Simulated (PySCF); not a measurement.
Electron correlation in O(2+) (oxygen, charge +2)

[He] 2s2 2p1 3s1, high-spin 3P determinant (an excited configuration). Computed with PySCF 2.14 in aug-cc-pVDZ, with the non-relativistic Hamiltonian (point nucleus). Frozen: 1s2; 4 electrons correlated.

| level | correlation energy (mhartree) |
| --- | --- |
| CCSD | -92.67 |
| (T) | -1.25 |
| CCSD(T) | -93.92 |
| CCSDT | -94.29 |

Diagnostics: T1 = 0.0069, D1 = 0.0152, largest double amplitude 0.131.

The outer electron is Rydberg-like, and this basis confines it to a smaller radius and binds it less than a complete one would.

Cost of the coupled-cluster step: about 0.6 core-seconds, for 4 correlated electrons.
